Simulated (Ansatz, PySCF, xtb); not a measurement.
Reaction 3 R1 + R2 + R3 → 4 P1 + P2, each structure at its B3LYP-D3(BJ)/def2-TZVP stationary point, reached from a drawn start (curvature not checked).
P1: H2 (SMILES [H][H]), charge 0, multiplicity 1.
R1: HCl (SMILES Cl), charge 0, multiplicity 1.
R2, HF (SMILES F) (charge 0, multiplicity 1, Z-matrix in Å and degrees):
```
F
H 1 0.9245
```
R3: SiH4 (SMILES [SiH4]), charge 0, multiplicity 1.
P2: Cl3FSi (SMILES F[Si](Cl)(Cl)Cl), charge 0, multiplicity 1.

| level | reaction energy (kcal/mol) | minus CCSD(T)/cc-pV(Q+d)Z |
|---|---|---|
| GFN1-xTB | -95.01 | -12.81 |
| GFN2-xTB | -44.31 | 37.90 |
| HF/cc-pV(D+d)Z | -55.45 | 26.75 |
| HF/cc-pV(Q+d)Z | -72.10 | 10.10 |
| SVWN5/def2-TZVPP | -79.39 | 2.81 |
| PBE/def2-TZVPP | -78.35 | 3.86 |
| PBE-D3(BJ)/def2-TZVPP | -80.92 | 1.29 |
| PBE-D4/def2-TZVPP | -82.10 | 0.11 |
| BLYP/def2-TZVPP | -76.55 | 5.65 |
| BLYP-D3(BJ)/def2-TZVPP | -82.91 | -0.71 |
| revPBE-D3(BJ)/def2-TZVPP | -82.24 | -0.04 |
| revPBE-D4/def2-TZVPP | -85.09 | -2.88 |
| r2SCAN/def2-TZVPP | -87.56 | -5.36 |
| r2SCAN-D3(BJ)/def2-TZVPP | -88.30 | -6.10 |
| r2SCAN-D4/def2-TZVPP | -88.37 | -6.17 |
| B97M-V/def2-TZVPP | -85.34 | -3.14 |
| B3LYP/def2-TZVPP | -76.31 | 5.89 |
| B3LYP-D4/def2-TZVPP | -82.55 | -0.35 |
| PBE0/def2-TZVPP | -77.09 | 5.12 |
| PBE0-D3(BJ)/def2-TZVPP | -79.65 | 2.55 |
| PBE0-D4/def2-TZVPP | -80.32 | 1.88 |
| BHLYP/def2-TZVPP | -76.11 | 6.09 |
| BHLYP-D3(BJ)/def2-TZVPP | -81.01 | 1.19 |
| BHLYP-D4/def2-TZVPP | -81.79 | 0.41 |
| M06-2X/def2-TZVPP | -88.76 | -6.56 |
| CAM-B3LYP/def2-TZVPP | -76.66 | 5.54 |
| wB97X-V/def2-TZVPP | -81.52 | 0.68 |
| wB97M-V/def2-TZVPP | -84.12 | -1.92 |
| B2PLYP/def2-TZVPP | -80.42 | 1.78 |
| B2PLYP-D3(BJ)/def2-TZVPP | -83.38 | -1.18 |
| B2PLYP-D4/def2-TZVPP | -83.04 | -0.84 |
| MP2/cc-pV(D+d)Z | -70.90 | 11.30 |
| MP2/cc-pV(T+d)Z | -87.20 | -5.00 |
| MP2/cc-pV(Q+d)Z | -89.68 | -7.48 |
| SCS-MP2/cc-pV(D+d)Z | -66.91 | 15.29 |
| SCS-MP2/cc-pV(Q+d)Z | -84.73 | -2.53 |
| CCSD/cc-pV(D+d)Z | -59.95 | 22.26 |
| CCSD/cc-pV(T+d)Z | -75.58 | 6.62 |
| CCSD/cc-pV(Q+d)Z | -78.96 | 3.25 |
| CCSD(T)/cc-pV(Q+d)Z | -82.20 | 0.00 |

 The comparison column counts from a level with limits of its own.

P less R. No zero-point or thermal terms.

Cores are frozen in the correlated methods.

Programs: Ansatz (a program for electronic structure); PySCF for M06-2X and the D3/D4 terms; xtb for the GFN methods. Each number belongs to the level named beside it.
